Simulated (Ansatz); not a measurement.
`Sc1sc(-c2sc(-c3sc(S)c4ccccc34)c3ccccc23)c2ccccc12` with charge -1. Total charge -1; doublet. Geometry PBE-D4/def2-SVP; atoms count from 1.

```xyz
43

S    -3.086   -1.716   -6.061
C    -2.662   -1.629   -4.368
S    -1.165   -0.887   -3.834
C    -1.553   -1.063   -2.123
C    -0.625   -0.607   -1.145
S     0.400    0.773   -1.527
C     1.253    0.734    0.013
C     2.286    1.687    0.249
S     3.248    2.275   -1.106
C     4.238    3.316   -0.099
S     5.478    4.336   -0.788
C     3.838    3.229    1.250
C     4.369    3.956    2.357
C     3.781    3.837    3.609
C     2.639    3.008    3.800
C     2.111    2.273    2.742
C     2.712    2.333    1.455
C     0.773   -0.359    0.800
C     1.306   -0.837    2.030
C     0.805   -1.998    2.612
C    -0.229   -2.735    1.976
C    -0.756   -2.309    0.761
C    -0.284   -1.113    0.149
C    -2.851   -1.654   -1.986
C    -3.613   -1.831   -0.798
C    -4.880   -2.405   -0.855
C    -5.436   -2.814   -2.101
C    -4.744   -2.613   -3.287
C    -3.454   -2.003   -3.262
H    -2.456   -2.892   -6.418
H     4.775    5.513   -0.962
H     5.235    4.614    2.183
H     4.190    4.403    4.462
H     2.162    2.957    4.792
H     1.212    1.659    2.891
H     2.142   -0.303    2.500
H     1.232   -2.359    3.560
H    -0.599   -3.665    2.434
H    -1.517   -2.913    0.249
H    -3.201   -1.494    0.163
H    -5.462   -2.536    0.071
H    -6.436   -3.278   -2.123
H    -5.173   -2.891   -4.262
```

Single mean-field runs in def2-TZVP are fitted with def2-universal-jkfit.

(1) Estimate the Mulliken populations of the heavy atoms from the PBE0/def2-TZVP orbitals of Ansatz.

(2) Where does the spin sit?

(3) And the Mayer bond orders between bonded heavy atoms (over 0.3)?

Results:

(1) 
```tsv
atom	charge (e)	spin (α − β)
S1	-0.26	0.00
C2	-0.10	0.18
S3	0.00	0.10
C4	0.03	-0.02
C5	0.12	0.11
S6	-0.04	0.11
C7	0.12	0.11
C8	0.04	-0.03
S9	0.00	0.11
C10	-0.09	0.18
S11	-0.27	-0.01
C12	0.15	-0.06
C13	-0.26	0.08
C14	-0.10	-0.05
C15	-0.13	0.07
C16	-0.32	-0.04
C17	-0.04	0.05
C18	0.03	-0.02
C19	-0.31	0.02
C20	-0.12	0.01
C21	-0.12	0.01
C22	-0.30	0.02
C23	0.03	-0.02
C24	-0.04	0.05
C25	-0.32	-0.04
C26	-0.13	0.07
C27	-0.10	-0.05
C28	-0.26	0.08
C29	0.15	-0.06
```
Mulliken values and Mayer orders depend strongly on the basis.

(2) Summed by element: S 0.31, C 0.66, H 0.03, of 1 unpaired in all. Largest on single atoms: C10 0.18, C2 0.18, C7 0.11.

(3) S1–C2 1.11 (1.75 Å); C2–S3 1.18 (1.75 Å); C2–C29 1.36 (1.41 Å); S3–C4 1.27 (1.76 Å); C4–C5 1.03 (1.42 Å); C4–C24 1.22 (1.43 Å); C5–S6 1.23 (1.76 Å); C5–C23 1.25 (1.43 Å); S6–C7 1.23 (1.76 Å); C7–C8 1.02 (1.42 Å); C7–C18 1.25 (1.43 Å); C8–S9 1.27 (1.76 Å); C8–C17 1.21 (1.43 Å); S9–C10 1.17 (1.75 Å); C10–S11 1.08 (1.75 Å); C10–C12 1.37 (1.41 Å); C12–C13 1.23 (1.43 Å); C12–C17 1.18 (1.45 Å); C13–C14 1.54 (1.39 Å); C14–C15 1.27 (1.42 Å); C15–C16 1.54 (1.39 Å); C16–C17 1.31 (1.42 Å); C18–C19 1.30 (1.42 Å); C18–C23 1.22 (1.45 Å); C19–C20 1.53 (1.39 Å); C20–C21 1.28 (1.42 Å); C21–C22 1.53 (1.39 Å); C22–C23 1.30 (1.42 Å); C24–C25 1.31 (1.42 Å); C24–C29 1.19 (1.45 Å); C25–C26 1.54 (1.39 Å); C26–C27 1.26 (1.42 Å); C27–C28 1.55 (1.39 Å); C28–C29 1.23 (1.43 Å).
